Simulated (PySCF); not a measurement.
Vertical excitations of a molecule C₃H₅BF₂ from TDA-PBE/def2-SVPD (PySCF 2.14.0), as energy in eV (oscillator strength): 5.20 (0.006), 6.14 (0.016), 6.43 (0.044), 6.69 (0.012), 7.26 (0.023), 7.37 (0.012), 7.56 (0.018), 7.69 (0.001), 7.81 (0.002), 7.86 (0.010). Lowest triplet (TDA): 4.63 eV. The structure is a stationary point at PBE-D3(BJ)/def2-SVP. Other conformers were not sampled.

### Question
Which structure fits?
A) C=C(F)B(C)F
B) FB1CC[C@@H]1F
C) FB(F)C1CC1
D) C/C=C/B(F)F

### Answer
B, FB1CC[C@@H]1F
